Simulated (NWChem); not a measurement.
Species: SiBr2, singlet; SMILES Br[Si]Br

Program: NWChem. Pople sets run with spherical d functions. Low-valent species are run as closed-shell singlets; no triplet was tried in these runs. Structure relaxed at the PBE-D3(BJ)/def2-SVP level. Level: PBE0/6-31G* with SMD (1 M gas to 1 M solution), gas-phase geometry. Reactions with the solvent are ignored.

For solvent toluene:

| Item | Result |
|---|---|
| solvation free energy (kcal/mol) | -5.0 |
| cavity-dispersion-structure term (kcal/mol) | -4.4 |
| dipole in solution (D) | 1.46 |

### Question
How do the values read with solvent water instead?

### Answer
| Property | Value |
|---|---|
| solvation free energy (kcal/mol) | -2.0 |
| cavity-dispersion-structure term (kcal/mol) | -0.8 |
| dipole in solution (D) | 1.65 |
